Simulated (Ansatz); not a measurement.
`FC(F)COC(F)(F)C(F)(F)F`, charge 0, multiplicity 1.

Question: Give a relaxed structure at PBE0-D4/def2-TZVP (Ansatz 0.2.0). (Estimate.)

Answer: Computed: 
Cartesian coordinates in Å:
```
F 2.9396 -1.7680 0.6550
C 2.2574 -0.7013 0.1752
F 2.7206 0.4037 0.7974
C 0.7960 -0.9051 0.4849
O 0.0941 0.1458 -0.1683
C -1.2282 0.1914 0.0406
F -1.5356 0.3550 1.3422
F -1.8463 -0.9402 -0.3567
C -1.8140 1.3800 -0.7594
F -1.5746 1.2214 -2.0545
F -3.1255 1.4412 -0.5708
F -1.2686 2.5182 -0.3558
H 2.4578 -0.6022 -0.8961
H 0.4788 -1.8766 0.0998
H 0.6486 -0.8633 1.5666
```
This is one stationary point; other conformers may exist.
